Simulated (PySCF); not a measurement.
A structure optimised at PBE0-D3(BJ)/def2-TZVP, used in a PySCF frequency run:

```
Si
N 1 1.7110
H 2 1.0059 1 120.51
H 2 1.0066 3 112.13 1 -153.58
N 1 1.7110 2 108.47 3 150.69
H 5 1.0059 1 120.51 2 150.69
H 5 1.0066 6 112.13 1 -153.58
H 1 1.4923 2 117.16 3 -92.82
H 1 1.4923 8 107.85 5 124.73
```
Charge 0, spin multiplicity 1.

Question: Write its SMILES, formula and point group.

Answer: N[SiH2]N, H6N2Si, C2

Question: What are its rotational constants (standard atomic weights)?

Answer: 20.224, 6.8877, 5.6278 GHz
